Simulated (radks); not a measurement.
Task: Numerical settings for neutral lithium, [He] 2s1. Method: Dirac Kohn-Sham, LDA (Slater exchange, Perdew-Wang correlation), spin-unpolarised, spherical densities, finite nucleus; Fermi nuclear charge, rms radius 2.444 fm; computed with a radial shooting solver on a logarithmic mesh with Libxc functionals. The defaults (mesh step 0.008 in ln r, mesh end at 40 bohr or more with all orbitals vanishing there, Anderson mixing 0.5 over 9 steps, residual threshold near 1e-9 with the energy settled to 1e-9 hartree or 1e-11 of itself, here a cap of 53 iterations) give E = -7.3354 hartree and 2s1/2 at -2.874 eV in 13 iterations. Run on one thread of a shared host, so times are rough (Intel(R) Xeon(R) Platinum 8488C): 0.04 s of CPU time, 0.04 s wall, 13 iterations on 2208 mesh points. One setting is changed at a time: mesh step in ln r 0.012; mesh step in ln r 0.12; mesh step in ln r 0.03; mesh end (bohr) 12; mesh end (bohr) 3; residual threshold 1e-16; residual threshold 0.1; mixing 2.5; linear mixing, mixing 0.5; linear mixing, mixing 0.2; mixing history 3; iteration cap 5. Which runs fail to converge, and which converge to a wrong energy?

Result: Not converged within the cap: mesh step in ln r 0.12; residual threshold 1e-16; linear mixing, mixing 0.2; iteration cap 5. Settled on a wrong energy, with an occupied level pushed above zero by the early mesh end: mesh end (bohr) 3 (+0.631 hartree). Apart from these: no run marked as converged misses the energy by more than 1 mhartree.
